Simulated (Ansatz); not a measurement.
Calculated with Ansatz (gas phase, PBE0-D4/def2-TZVP geometries, no zero-point term in ΔE). CBS: MP2 limit from def2 TZ/QZ plus the TZ coupled-cluster correction, frozen cores. Functionals use def2-TZVPP. For Ga outer-core shells are correlated without core-valence functions, which leaves a few kJ/mol of doubt a bond. Scalar relativity is left out up to krypton.

`[CH3][Al]1[O][CH]1[SiH3]` + `[OH][GaH2]` → `[SiH3][O][GaH2]` + `[CH3][Al]1[CH2][O]1`  (ligand exchange at the Si–C bond)

Is it downhill or uphill in electronic energy at CCSD(T)/CBS, and by how much? (An estimate is asked.)

The calculation gave: Downhill: ΔE = -93.9 kJ/mol.

What do these levels give: revPBE-D4, r2SCAN0-D4, ωB97X-V, CAM-B3LYP, LC-ωPBE, CCSD/CBS(def2)? (An estimate is asked.)

Computed: revPBE-D4 -78.1, r2SCAN0-D4 -95.7, ωB97X-V -95.2, CAM-B3LYP -102.2, LC-ωPBE -92.4, CCSD/CBS(def2) -98.3 kJ/mol.

Largest T1 diagnostic among the species: 0.015.

From r2SCAN to r2SCAN0 (25 % exact exchange), in def2-TZVPP and without D4, ΔE moves by −4.3 kJ/mol. Leaving LDA and LC-ωPBE aside and taking each functional with its dispersion term where it has one, the values, not all of them listed here, spread over 28.8 kJ/mol, from BHLYP-D4 to revPBE-D4. In def2-TZVPP, CCSD(T) changes the Hartree–Fock value by +25.9 kJ/mol (the triples alone add +4.4 kJ/mol) and MP2 by +25.1 kJ/mol.
